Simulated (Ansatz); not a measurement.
# Molecular dynamics of C$_{3}$H$_{6}$FNSi

The input (input.yaml):

```yaml
crystal:
  periodic: [false, false, false]
  atoms:
    - { symbol: "N", position_ang: [-1.850885, 0.288138, 1.766942] }
    - { symbol: C, position_ang: [-1.075488, 0.587456, 0.818488] }
    - { symbol: C, position_ang: [-0.095929, -0.30484, 0.170469] }
    - { symbol: F, position_ang: [-0.233806, -1.631469, 0.648204] }
    - { symbol: C, position_ang: [0.110303, -0.244801, -1.343486] }
    - { symbol: Si, position_ang: [1.675117, 0.200565, -0.373177] }
    - { symbol: H, position_ang: [-1.783109, -0.66272, 2.092569] }
    - { symbol: H, position_ang: [-1.108985, 1.59191, 0.431911] }
    - { symbol: H, position_ang: [-0.442104, 0.510573, -1.874297] }
    - { symbol: H, position_ang: [0.082237, -1.203243, -1.830701] }
    - { symbol: H, position_ang: [2.058259, 1.621501, -0.23952] }
    - { symbol: H, position_ang: [2.741391, -0.80817, -0.233401] }
basis:
  gaussian: { orbitals: "6-31G" }
hamiltonian:
  xc: hf
md:
  timestep: 0.5
  n_steps: 250
  ensemble: nve
  temperature: 300.0
  initial_velocities: maxwell_boltzmann
  seed: 934030
  masses: [{ species: H, mass: 10.0 }]
scf:
  lower_state_search: "off"
```

Run as:

```bash
$ ansatz run input.yaml --threads 1 --pin off --max-ram 2048MiB --backend cpu --events-out ev --progress --plain --runs-dir out
```

It starts from a relaxed structure.

Output, in part (one step line in 3, the closing report, with atoms numbered from 0):

```
md step     0: t =     0.00 fs  T =   300.0 K  F+E_penalty+E_count = -15229.31562028 eV  E_kin = 0.387780 eV  conserved = -15228.92784028 eV  (26 SCF iters)
md step     3: t =     1.50 fs  T =   283.0 K  F+E_penalty+E_count = -15229.29361630 eV  E_kin = 0.365867 eV  conserved = -15228.92774966 eV  (22 SCF iters)
md step     6: t =     3.00 fs  T =   241.3 K  F+E_penalty+E_count = -15229.23944812 eV  E_kin = 0.311896 eV  conserved = -15228.92755259 eV  (22 SCF iters)
md step     9: t =     4.50 fs  T =   195.2 K  F+E_penalty+E_count = -15229.17967766 eV  E_kin = 0.252293 eV  conserved = -15228.92738514 eV  (23 SCF iters)
md step    12: t =     6.00 fs  T =   162.2 K  F+E_penalty+E_count = -15229.13703009 eV  E_kin = 0.209682 eV  conserved = -15228.92734808 eV  (23 SCF iters)
md step    15: t =     7.50 fs  T =   146.5 K  F+E_penalty+E_count = -15229.11679679 eV  E_kin = 0.189362 eV  conserved = -15228.92743437 eV  (23 SCF iters)
md step    18: t =     9.00 fs  T =   139.6 K  F+E_penalty+E_count = -15229.10796906 eV  E_kin = 0.180436 eV  conserved = -15228.92753342 eV  (22 SCF iters)
md step    21: t =    10.50 fs  T =   131.8 K  F+E_penalty+E_count = -15229.09788499 eV  E_kin = 0.170349 eV  conserved = -15228.92753570 eV  (22 SCF iters)
md step    24: t =    12.00 fs  T =   122.8 K  F+E_penalty+E_count = -15229.08619784 eV  E_kin = 0.158740 eV  conserved = -15228.92745820 eV  (22 SCF iters)
md step    27: t =    13.50 fs  T =   120.1 K  F+E_penalty+E_count = -15229.08263269 eV  E_kin = 0.155213 eV  conserved = -15228.92742014 eV  (22 SCF iters)
md step    30: t =    15.00 fs  T =   127.5 K  F+E_penalty+E_count = -15229.09225936 eV  E_kin = 0.164794 eV  conserved = -15228.92746521 eV  (22 SCF iters)
md step    33: t =    16.50 fs  T =   141.0 K  F+E_penalty+E_count = -15229.10983050 eV  E_kin = 0.182316 eV  conserved = -15228.92751436 eV  (22 SCF iters)
md step    36: t =    18.00 fs  T =   155.7 K  F+E_penalty+E_count = -15229.12884849 eV  E_kin = 0.201322 eV  conserved = -15228.92752633 eV  (23 SCF iters)
md step    39: t =    19.50 fs  T =   169.6 K  F+E_penalty+E_count = -15229.14676972 eV  E_kin = 0.219216 eV  conserved = -15228.92755381 eV  (23 SCF iters)
md step    42: t =    21.00 fs  T =   179.2 K  F+E_penalty+E_count = -15229.15930699 eV  E_kin = 0.231687 eV  conserved = -15228.92761968 eV  (23 SCF iters)
md step    45: t =    22.50 fs  T =   177.9 K  F+E_penalty+E_count = -15229.15768085 eV  E_kin = 0.230011 eV  conserved = -15228.92766955 eV  (23 SCF iters)
md step    48: t =    24.00 fs  T =   160.5 K  F+E_penalty+E_count = -15229.13514349 eV  E_kin = 0.207494 eV  conserved = -15228.92764996 eV  (23 SCF iters)
md step    51: t =    25.50 fs  T =   128.9 K  F+E_penalty+E_count = -15229.09419930 eV  E_kin = 0.166643 eV  conserved = -15228.92755646 eV  (23 SCF iters)
md step    54: t =    27.00 fs  T =    93.0 K  F+E_penalty+E_count = -15229.04761061 eV  E_kin = 0.120186 eV  conserved = -15228.92742479 eV  (23 SCF iters)
md step    57: t =    28.50 fs  T =    66.7 K  F+E_penalty+E_count = -15229.01355575 eV  E_kin = 0.086241 eV  conserved = -15228.92731468 eV  (23 SCF iters)
md step    60: t =    30.00 fs  T =    61.8 K  F+E_penalty+E_count = -15229.00711469 eV  E_kin = 0.079822 eV  conserved = -15228.92729230 eV  (23 SCF iters)
md step    63: t =    31.50 fs  T =    80.3 K  F+E_penalty+E_count = -15229.03116180 eV  E_kin = 0.103776 eV  conserved = -15228.92738616 eV  (23 SCF iters)
md step    66: t =    33.00 fs  T =   112.4 K  F+E_penalty+E_count = -15229.07283095 eV  E_kin = 0.145285 eV  conserved = -15228.92754644 eV  (23 SCF iters)
md step    69: t =    34.50 fs  T =   141.5 K  F+E_penalty+E_count = -15229.11059595 eV  E_kin = 0.182929 eV  conserved = -15228.92766685 eV  (22 SCF iters)
md step    72: t =    36.00 fs  T =   155.5 K  F+E_penalty+E_count = -15229.12868189 eV  E_kin = 0.201018 eV  conserved = -15228.92766362 eV  (22 SCF iters)
md step    75: t =    37.50 fs  T =   155.1 K  F+E_penalty+E_count = -15229.12800317 eV  E_kin = 0.200451 eV  conserved = -15228.92755204 eV  (22 SCF iters)
md step    78: t =    39.00 fs  T =   151.6 K  F+E_penalty+E_count = -15229.12347047 eV  E_kin = 0.196015 eV  conserved = -15228.92745502 eV  (22 SCF iters)
md step    81: t =    40.50 fs  T =   154.8 K  F+E_penalty+E_count = -15229.12762866 eV  E_kin = 0.200143 eV  conserved = -15228.92748602 eV  (23 SCF iters)
md step    84: t =    42.00 fs  T =   161.6 K  F+E_penalty+E_count = -15229.13650283 eV  E_kin = 0.208904 eV  conserved = -15228.92759863 eV  (22 SCF iters)
md step    87: t =    43.50 fs  T =   161.1 K  F+E_penalty+E_count = -15229.13581774 eV  E_kin = 0.208181 eV  conserved = -15228.92763699 eV  (22 SCF iters)
md step    90: t =    45.00 fs  T =   149.2 K  F+E_penalty+E_count = -15229.12038690 eV  E_kin = 0.192830 eV  conserved = -15228.92755646 eV  (22 SCF iters)
md step    93: t =    46.50 fs  T =   133.4 K  F+E_penalty+E_count = -15229.09996533 eV  E_kin = 0.172496 eV  conserved = -15228.92746959 eV  (22 SCF iters)
md step    96: t =    48.00 fs  T =   122.5 K  F+E_penalty+E_count = -15229.08579106 eV  E_kin = 0.158333 eV  conserved = -15228.92745772 eV  (22 SCF iters)
md step    99: t =    49.50 fs  T =   118.2 K  F+E_penalty+E_count = -15229.08019555 eV  E_kin = 0.152722 eV  conserved = -15228.92747309 eV  (22 SCF iters)
md step   102: t =    51.00 fs  T =   119.4 K  F+E_penalty+E_count = -15229.08175011 eV  E_kin = 0.154296 eV  conserved = -15228.92745413 eV  (22 SCF iters)
md step   105: t =    52.50 fs  T =   128.0 K  F+E_penalty+E_count = -15229.09286580 eV  E_kin = 0.165445 eV  conserved = -15228.92742115 eV  (23 SCF iters)
md step   108: t =    54.00 fs  T =   147.0 K  F+E_penalty+E_count = -15229.11746434 eV  E_kin = 0.190028 eV  conserved = -15228.92743644 eV  (23 SCF iters)
md step   111: t =    55.50 fs  T =   174.5 K  F+E_penalty+E_count = -15229.15305345 eV  E_kin = 0.225527 eV  conserved = -15228.92752647 eV  (22 SCF iters)
md step   114: t =    57.00 fs  T =   200.8 K  F+E_penalty+E_count = -15229.18724319 eV  E_kin = 0.259591 eV  conserved = -15228.92765172 eV  (22 SCF iters)
md step   117: t =    58.50 fs  T =   213.1 K  F+E_penalty+E_count = -15229.20318827 eV  E_kin = 0.275463 eV  conserved = -15228.92772560 eV  (22 SCF iters)
md step   120: t =    60.00 fs  T =   204.0 K  F+E_penalty+E_count = -15229.19133182 eV  E_kin = 0.263655 eV  conserved = -15228.92767680 eV  (22 SCF iters)
md step   123: t =    61.50 fs  T =   178.8 K  F+E_penalty+E_count = -15229.15862787 eV  E_kin = 0.231099 eV  conserved = -15228.92752933 eV  (22 SCF iters)
md step   126: t =    63.00 fs  T =   152.8 K  F+E_penalty+E_count = -15229.12489457 eV  E_kin = 0.197488 eV  conserved = -15228.92740661 eV  (23 SCF iters)
md step   129: t =    64.50 fs  T =   138.6 K  F+E_penalty+E_count = -15229.10658902 eV  E_kin = 0.179182 eV  conserved = -15228.92740708 eV  (23 SCF iters)
md step   132: t =    66.00 fs  T =   136.6 K  F+E_penalty+E_count = -15229.10408828 eV  E_kin = 0.176595 eV  conserved = -15228.92749374 eV  (22 SCF iters)
md step   135: t =    67.50 fs  T =   138.1 K  F+E_penalty+E_count = -15229.10607452 eV  E_kin = 0.178517 eV  conserved = -15228.92755761 eV  (22 SCF iters)
md step   138: t =    69.00 fs  T =   136.2 K  F+E_penalty+E_count = -15229.10360237 eV  E_kin = 0.176057 eV  conserved = -15228.92754542 eV  (22 SCF iters)
md step   141: t =    70.50 fs  T =   131.6 K  F+E_penalty+E_count = -15229.09755285 eV  E_kin = 0.170064 eV  conserved = -15228.92748905 eV  (23 SCF iters)
md step   144: t =    72.00 fs  T =   129.6 K  F+E_penalty+E_count = -15229.09496478 eV  E_kin = 0.167517 eV  conserved = -15228.92744799 eV  (23 SCF iters)
md step   147: t =    73.50 fs  T =   134.4 K  F+E_penalty+E_count = -15229.10111988 eV  E_kin = 0.173664 eV  conserved = -15228.92745629 eV  (23 SCF iters)
md step   150: t =    75.00 fs  T =   144.8 K  F+E_penalty+E_count = -15229.11473276 eV  E_kin = 0.187228 eV  conserved = -15228.92750500 eV  (23 SCF iters)
md step   153: t =    76.50 fs  T =   155.9 K  F+E_penalty+E_count = -15229.12910807 eV  E_kin = 0.201556 eV  conserved = -15228.92755210 eV  (23 SCF iters)
md step   156: t =    78.00 fs  T =   162.7 K  F+E_penalty+E_count = -15229.13784471 eV  E_kin = 0.210288 eV  conserved = -15228.92755713 eV  (23 SCF iters)
md step   159: t =    79.50 fs  T =   164.5 K  F+E_penalty+E_count = -15229.14010594 eV  E_kin = 0.212579 eV  conserved = -15228.92752730 eV  (23 SCF iters)
md step   162: t =    81.00 fs  T =   164.0 K  F+E_penalty+E_count = -15229.13950983 eV  E_kin = 0.211990 eV  conserved = -15228.92752004 eV  (23 SCF iters)
md step   165: t =    82.50 fs  T =   162.0 K  F+E_penalty+E_count = -15229.13693812 eV  E_kin = 0.209375 eV  conserved = -15228.92756299 eV  (23 SCF iters)
md step   168: t =    84.00 fs  T =   154.7 K  F+E_penalty+E_count = -15229.12750908 eV  E_kin = 0.199920 eV  conserved = -15228.92758870 eV  (23 SCF iters)
md step   171: t =    85.50 fs  T =   140.4 K  F+E_penalty+E_count = -15229.10898037 eV  E_kin = 0.181458 eV  conserved = -15228.92752254 eV  (22 SCF iters)
md step   174: t =    87.00 fs  T =   126.2 K  F+E_penalty+E_count = -15229.09053356 eV  E_kin = 0.163118 eV  conserved = -15228.92741545 eV  (23 SCF iters)
md step   177: t =    88.50 fs  T =   122.7 K  F+E_penalty+E_count = -15229.08600745 eV  E_kin = 0.158612 eV  conserved = -15228.92739583 eV  (23 SCF iters)
md step   180: t =    90.00 fs  T =   131.9 K  F+E_penalty+E_count = -15229.09793345 eV  E_kin = 0.170444 eV  conserved = -15228.92748983 eV  (22 SCF iters)
md step   183: t =    91.50 fs  T =   144.2 K  F+E_penalty+E_count = -15229.11394343 eV  E_kin = 0.186348 eV  conserved = -15228.92759591 eV  (22 SCF iters)
md step   186: t =    93.00 fs  T =   148.5 K  F+E_penalty+E_count = -15229.11955938 eV  E_kin = 0.191942 eV  conserved = -15228.92761770 eV  (22 SCF iters)
md step   189: t =    94.50 fs  T =   142.0 K  F+E_penalty+E_count = -15229.11115383 eV  E_kin = 0.183604 eV  conserved = -15228.92754970 eV  (22 SCF iters)
md step   192: t =    96.00 fs  T =   131.5 K  F+E_penalty+E_count = -15229.09740080 eV  E_kin = 0.169947 eV  conserved = -15228.92745425 eV  (22 SCF iters)
md step   195: t =    97.50 fs  T =   126.7 K  F+E_penalty+E_count = -15229.09112850 eV  E_kin = 0.163725 eV  conserved = -15228.92740335 eV  (22 SCF iters)
md step   198: t =    99.00 fs  T =   133.1 K  F+E_penalty+E_count = -15229.09943636 eV  E_kin = 0.172008 eV  conserved = -15228.92742819 eV  (22 SCF iters)
md step   201: t =   100.50 fs  T =   148.3 K  F+E_penalty+E_count = -15229.11922789 eV  E_kin = 0.191724 eV  conserved = -15228.92750345 eV  (22 SCF iters)
md step   204: t =   102.00 fs  T =   164.7 K  F+E_penalty+E_count = -15229.14047199 eV  E_kin = 0.212896 eV  conserved = -15228.92757553 eV  (22 SCF iters)
md step   207: t =   103.50 fs  T =   174.8 K  F+E_penalty+E_count = -15229.15357109 eV  E_kin = 0.225970 eV  conserved = -15228.92760097 eV  (22 SCF iters)
md step   210: t =   105.00 fs  T =   176.2 K  F+E_penalty+E_count = -15229.15537672 eV  E_kin = 0.227807 eV  conserved = -15228.92756941 eV  (22 SCF iters)
md step   213: t =   106.50 fs  T =   172.5 K  F+E_penalty+E_count = -15229.15047093 eV  E_kin = 0.222959 eV  conserved = -15228.92751196 eV  (22 SCF iters)
md step   216: t =   108.00 fs  T =   169.5 K  F+E_penalty+E_count = -15229.14661762 eV  E_kin = 0.219131 eV  conserved = -15228.92748687 eV  (22 SCF iters)
md step   219: t =   109.50 fs  T =   169.9 K  F+E_penalty+E_count = -15229.14714291 eV  E_kin = 0.219626 eV  conserved = -15228.92751735 eV  (22 SCF iters)
md step   222: t =   111.00 fs  T =   170.8 K  F+E_penalty+E_count = -15229.14828767 eV  E_kin = 0.220735 eV  conserved = -15228.92755226 eV  (22 SCF iters)
md step   225: t =   112.50 fs  T =   168.6 K  F+E_penalty+E_count = -15229.14552518 eV  E_kin = 0.217984 eV  conserved = -15228.92754121 eV  (22 SCF iters)
md step   228: t =   114.00 fs  T =   164.1 K  F+E_penalty+E_count = -15229.13964151 eV  E_kin = 0.212128 eV  conserved = -15228.92751375 eV  (22 SCF iters)
md step   231: t =   115.50 fs  T =   159.3 K  F+E_penalty+E_count = -15229.13343868 eV  E_kin = 0.205918 eV  conserved = -15228.92752027 eV  (22 SCF iters)
md step   234: t =   117.00 fs  T =   153.3 K  F+E_penalty+E_count = -15229.12575714 eV  E_kin = 0.198212 eV  conserved = -15228.92754500 eV  (22 SCF iters)
md step   237: t =   118.50 fs  T =   143.8 K  F+E_penalty+E_count = -15229.11342541 eV  E_kin = 0.185892 eV  conserved = -15228.92753293 eV  (22 SCF iters)
md step   240: t =   120.00 fs  T =   132.0 K  F+E_penalty+E_count = -15229.09812437 eV  E_kin = 0.170653 eV  conserved = -15228.92747096 eV  (22 SCF iters)
md step   243: t =   121.50 fs  T =   124.2 K  F+E_penalty+E_count = -15229.08801134 eV  E_kin = 0.160605 eV  conserved = -15228.92740660 eV  (22 SCF iters)
md step   246: t =   123.00 fs  T =   126.9 K  F+E_penalty+E_count = -15229.09146953 eV  E_kin = 0.164069 eV  conserved = -15228.92740096 eV  (23 SCF iters)
md step   249: t =   124.50 fs  T =   140.4 K  F+E_penalty+E_count = -15229.10889655 eV  E_kin = 0.181420 eV  conserved = -15228.92747663 eV  (23 SCF iters)
md step   250: t =   125.00 fs  T =   146.0 K  F+E_penalty+E_count = -15229.11624378 eV  E_kin = 0.188729 eV  conserved = -15228.92751452 eV  (22 SCF iters)
Total energy: -15229.11624378 eV, -559.6596992930 hartree
Atom 0 at    -1.798230     0.269632     1.836726 Å, force     0.698742    -0.005679    -0.853445 eV/Å
Atom 1 at    -1.132548     0.593863     0.790517 Å, force    -0.570207    -0.959269     1.358853 eV/Å
Atom 2 at    -0.158560    -0.284786     0.131898 Å, force     0.808878    -0.056996     0.227833 eV/Å
Atom 3 at    -0.343639    -1.618183     0.613979 Å, force     0.253311     0.231466    -0.378986 eV/Å
Atom 4 at     0.118500    -0.209293    -1.358133 Å, force     0.067902    -0.796969    -0.186360 eV/Å
Atom 5 at     1.688467     0.191398    -0.388566 Å, force     0.124192     1.088114     0.872392 eV/Å
Atom 6 at    -1.606778    -0.673507     2.201686 Å, force    -0.146415     0.916561    -0.472570 eV/Å
Atom 7 at    -1.266680     1.550587     0.335324 Å, force    -0.176377     0.355535     0.118663 eV/Å
Atom 8 at    -0.422971     0.499474    -1.959964 Å, force     0.007272    -0.065085     0.038136 eV/Å
Atom 9 at     0.165722    -1.211650    -1.767207 Å, force    -0.214498     0.311844    -0.302033 eV/Å
Atom 10 at     2.138914     1.665928    -0.149408 Å, force    -0.453717    -1.238379    -0.276422 eV/Å
Atom 11 at     2.770814    -0.828985    -0.205859 Å, force    -0.399083     0.218858    -0.146061 eV/Å
Dipole moment:     0.649808     0.156839    -0.635263 e Å
```

All steps were run. The conserved energy stayed within 0.046 meV per atom of its start (net change 0.027 meV per atom), so the integration is sound. The temperature averaged 0.49 of the 300 K drawn at the start: a run that starts near a minimum puts about half its kinetic energy into the potential. A run of 0.12 ps of so small a system gives no equilibrium averages. Limits of this set-up: no polarisation functions.

The same pairs are bonded in the first frame and the last. Pairs count as bonded within 1.25 times the sum of covalent radii (0.12 Å more for H–H).

Last frame:

```xyz
12
Properties=species:S:1:pos:R:3
N -1.798 0.270 1.837
C -1.133 0.594 0.790
C -0.159 -0.285 0.132
F -0.344 -1.618 0.614
C 0.118 -0.209 -1.358
Si 1.688 0.191 -0.389
H -1.607 -0.673 2.202
H -1.267 1.551 0.335
H -0.423 0.499 -1.960
H 0.166 -1.212 -1.767
H 2.139 1.666 -0.149
H 2.771 -0.829 -0.206
```

Time of the run: 8 min on 1 thread of Arm Neoverse V1 (shared host), peak memory 0.14 GiB.
